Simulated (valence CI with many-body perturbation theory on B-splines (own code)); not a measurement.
# Br XXI: calculated level list

Level of theory: configuration interaction combined with many-body perturbation theory (CI+MBPT): five valence electrons over a frozen Dirac-Fock core [Ne], a basis of 9 s, 9 p, 8 d, 6 f, 3 g, 1 h functions for each j, with the one-electron correlation potential Σ1 (screened to all orders), the two-electron term Σ2, the three-electron term Σ3, Breit, model QED; selected single and double excitations, second order for the rest (own B-spline code, finite nucleus).

No measured levels were compared; by estimate levels of excited configurations hold to 0.05 to 0.15 % of their energy, terms of the ground configuration to about 0.5 %. Among the levels kept, up to 450 cm⁻¹ of a level comes from second order outside the variational space, and about a tenth of that is noise between levels of different J, which matters for small intervals.

Levels 1 to 45 of 47, with energies above the lowest level, 3s2 3p3 4S°_3/2. "Leading %" is the weight of the configuration and term that name the level; weights of strongly mixed levels are sums over their largest components and can fall short. In the jj column 3d3/2^4 stands for four electrons in 3d with j = 3/2. Lifetimes count E1, E2, E3, M1 and M2 decay at the calculated energies, and are blank where another channel may lead or the interval is too uncertain; long ones can be off by a factor of two.

```csv
No.,Configuration,Term,J,E (cm⁻¹),Leading %,Leading jj,g,Lifetime
1,3s2 3p3,4S°,3/2,0,72,3s^2 3p1/2^2 3p3/2 (72 %),1.783,
2,3s2 3p3,2D°,3/2,71074,66,3s^2 3p1/2 3p3/2^2 (75 %),1.105,199 μs
3,3s2 3p3,2D°,5/2,97149,97,3s^2 3p1/2 3p3/2^2 (97 %),1.198,1.17 ms
4,3s2 3p3,2P°,1/2,141420,97,3s^2 3p1/2 3p3/2^2 (97 %),0.663,93.8 μs
5,3s2 3p3,2P°,3/2,194880,65,3s^2 3p3/2^3 (91 %),1.242,37.9 μs
6,3s 3p4,4P,5/2,485500,83,3s 3p1/2^2 3p3/2^2 (78 %),1.569,242 ps
7,3s 3p4,4P,3/2,530660,80,3s 3p1/2 3p3/2^3 (59 %),1.665,173 ps
8,3s 3p4,4P,1/2,542280,78,3s 3p1/2^2 3p3/2^2 (45 %),2.594,153 ps
9,3s 3p4,2D,3/2,603740,58,3s 3p1/2 3p3/2^3 (43 %),0.931,102 ps
10,3s 3p4,2D,5/2,624280,70,3s 3p1/2 3p3/2^3 (69 %),1.226,130 ps
11,3s2 3p2 3d,2P,3/2,678910,34,3s 3p1/2 3p3/2^3 (34 %),1.121,92.0 ps
12,3s 3p4,2S,1/2,688810,30,3s 3p1/2 3p3/2^3 (29 %),1.228,40.5 ps
13,3s2 3p2 3d,4F,3/2,693830,69,3s^2 3p1/2 3p3/2 3d3/2 (36 %),0.644,123 ps
14,3s2 3p2 3d,4F,5/2,710030,65,3s^2 3p1/2^2 3d5/2 (52 %),1.114,324 ps
15,3s2 3p2 3d,2F,5/2,736400,70,3s^2 3p1/2 3p3/2 3d3/2 (80 %),0.945,1.05 ns
16,3s2 3p2 3d,4F,7/2,743560,84,3s^2 3p1/2 3p3/2 3d5/2 (68 %),1.241,5.40 ns
17,3s2 3p2 3d,4D,1/2,744770,55,3s^2 3p1/2 3p3/2 3d3/2 (59 %),0.733,129 ps
18,3s2 3p2 3d,2F,7/2,756440,52,3s^2 3p1/2 3p3/2 3d5/2 (52 %),1.244,7.08 ns
19,3s2 3p2 3d,4D,3/2,761830,77,3s^2 3p1/2 3p3/2 3d3/2 (46 %),1.125,93.9 ps
20,3s2 3p2 3d,4F,9/2,770720,81,3s^2 3p1/2 3p3/2 3d5/2 (74 %),1.293,
21,3s2 3p2 3d,4D,1/2,774140,36,3s^2 3p3/2^2 3d5/2 (37 %),0.779,61.6 ps
22,3s2 3p2 3d,4D,5/2,781940,54,3s^2 3p1/2 3p3/2 3d5/2 (61 %),1.210,120 ps
23,3s2 3p2 3d,4D,7/2,824640,38,3s^2 3p3/2^2 3d5/2 (47 %),1.192,571 ps
24,3s 3p4,2P,3/2,840740,42,3s^2 3p1/2 3p3/2 3d5/2 (34 %),1.228,7.27 ps
25,3s2 3p2 3d,2G,7/2,849640,58,3s^2 3p3/2^2 3d5/2 (50 %),1.021,309 ps
26,3s2 3p2 3d,4P,5/2,852600,70,3s^2 3p1/2 3p3/2 3d5/2 (43 %),1.524,6.85 ps
27,3s2 3p2 3d,4P,3/2,864600,57,3s^2 3p1/2 3p3/2 3d3/2 (42 %),1.527,7.21 ps
28,3s2 3p2 3d,2G,9/2,869790,81,3s^2 3p3/2^2 3d5/2 (73 %),1.149,102 μs
29,3s2 3p2 3d,4P,1/2,870490,59,3s^2 3p1/2 3p3/2 3d3/2 (69 %),2.215,6.49 ps
30,3s2 3p2 3d,2D,3/2,887390,68,3s^2 3p1/2 3p3/2 3d5/2 (44 %),0.988,21.9 ps
31,3s2 3p2 3d,2P,1/2,905080,39,3s^2 3p3/2^2 3d3/2 (44 %),1.046,6.53 ps
32,3s2 3p2 3d,2D,5/2,918460,72,3s^2 3p1/2 3p3/2 3d5/2 (34 %),1.168,7.48 ps
33,3s2 3p2 3d,2D,3/2,939260,63,3s^2 3p3/2^2 3d3/2 (51 %),0.928,6.41 ps
34,3s2 3p2 3d,2P,1/2,945880,75,3s^2 3p1/2 3p3/2 3d5/2 (72 %),0.894,8.80 ps
35,3s2 3p2 3d,2F,5/2,946330,45,3s^2 3p3/2^2 3d5/2 (26 %),1.065,7.56 ps
36,3s2 3p2 3d,2D,5/2,959790,78,3s^2 3p3/2^2 3d5/2 (61 %),1.172,17.0 ps
37,3s2 3p2 3d,2F,7/2,978480,93,3s^2 3p3/2^2 3d3/2 (53 %),1.134,5.70 ps
38,3s2 3p2 3d,2P,3/2,990760,71,3s^2 3p3/2^2 3d5/2 (51 %),1.253,7.82 ps
39,3s2 3p2 3d,2S,1/2,998660,54,3s^2 3p3/2^2 3d5/2 (32 %),1.834,7.10 ps
40,3s2 3p2 3d,2D,3/2,1032100,90,3s^2 3p3/2^2 3d3/2 (49 %),0.837,6.83 ps
41,3s2 3p2 3d,2D,5/2,1036500,63,3s^2 3p3/2^2 3d5/2 (69 %),1.105,6.35 ps
42,3s 3p3 3d,6D°,1/2,1091400,94,3s 3p1/2 3p3/2^2 3d3/2 (46 %),3.276,1.79 ns
43,3s 3p3 3d,6D°,3/2,1092700,92,3s 3p1/2 3p3/2^2 3d3/2 (40 %),1.829,1.32 ns
44,3s 3p3 3d,6D°,5/2,1094300,90,3s 3p1/2^2 3p3/2 3d3/2 (35 %),1.622,1.66 ns
45,3s 3p3 3d,6D°,7/2,1097100,88,3s 3p1/2^2 3p3/2 3d5/2 (25 %),1.558,2.97 ns
```

Names give the largest LS component (configuration and term), which can be under half, so a name can repeat, a term be missing and a line seem to break the LS rules; names also repeat where a configuration has a term twice.

The ionisation energy to 3s2 3p2 3P_0 of the next ion comes out as 862.17 eV (NIST: 870 ± 3 eV (semi-empirical), further off than twice its uncertainty). All 47 levels together are meant to be complete up to 1149100 cm⁻¹.
